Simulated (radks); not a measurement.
The numbers below are computed, except where a source is named.
The nuclear charge of the terbium ion Tb+ is varied continuously with 64 electrons held in [Xe] 4f9 6s1. Level of theory: Dirac Kohn-Sham, LDA (Slater exchange, Perdew-Wang correlation), spin-unpolarised, spherical densities, finite nucleus; open shells are shared between the two j in proportion to 2j + 1; Fermi nuclear charge, rms radius 5.06 fm (a radial shooting solver on a logarithmic mesh with Libxc functionals). By the Hellmann-Feynman theorem dE/dZ = E(electron-nucleus)/Z, the electronic potential at the nucleus (averaged over a nucleus of fixed radius).

| Z | E (hartree) | E(electron-nucleus)/Z (hartree) | HOMO | e(HOMO) (eV) | <r> HOMO (bohr) |
|---|---|---|---|---|---|
| 64.5 | -11489.5707 | -438.253 | 4f7/2 | -2.858 | 0.9966 |
| 65 | -11709.9714 | -443.346 | 6s1/2 | -9.002 | 3.717 |
| 65.5 | -11932.9150 | -448.428 | 6s1/2 | -12.763 | 3.439 |
| 66 | -12158.4000 | -453.513 | 6s1/2 | -16.904 | 3.216 |

The central difference of E at Z = 65 is -443.344 hartree, to compare with the third column; the second derivative is -10.2 hartree.
